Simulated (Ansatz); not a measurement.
```yaml
crystal:
  periodic: [true, true, true]
  atoms:
    - {symbol: Cl, position_ang: [-2.078649, -1.734744, -0.213428]}
    - {symbol: Ge, position_ang: [-0.878914, -0.061428, -0.626930]}
    - {symbol: C, position_ang: [0.536707, 0.517743, 0.879540]}
    - {symbol: C, position_ang: [0.888933, -0.304414, -0.088871]}
    - {symbol: H, position_ang: [-1.378215, 0.838519, -1.472999]}
    - {symbol: H, position_ang: [0.535759, 1.041357, 1.653459]}
    - {symbol: H, position_ang: [2.341241, -0.448838, 0.120482]}
basis:
  gaussian: {orbitals: def2-TZVP}
hamiltonian: {xc: {name: r2SCAN}, dispersion: rvv10}
output: {forces: true}
```

```sh
$ ansatz run in.yaml --threads 2 --pin off --events-out ev --progress --plain --max-ram 4352MiB
```

Shortened log:

```
Error: YAML parse error: error: line 2 column 3: crystal: missing field `lattice` (a structure is typed as `lattice` and `atoms`, a molecule's as `atoms` in Å alone, or read from a run's directory, `checkpoint`)
 --> <input>:2:3
1 | crystal:
2 |   periodic: [true, true, true]
3 |   atoms:
4 |     - {symbol: Cl, position_ang: [-2.078649, -1.734744, -0.213428]}
```

Problem. What is wrong with this run?

Solution. The molecule is marked periodic without a cell. The program refused the input.
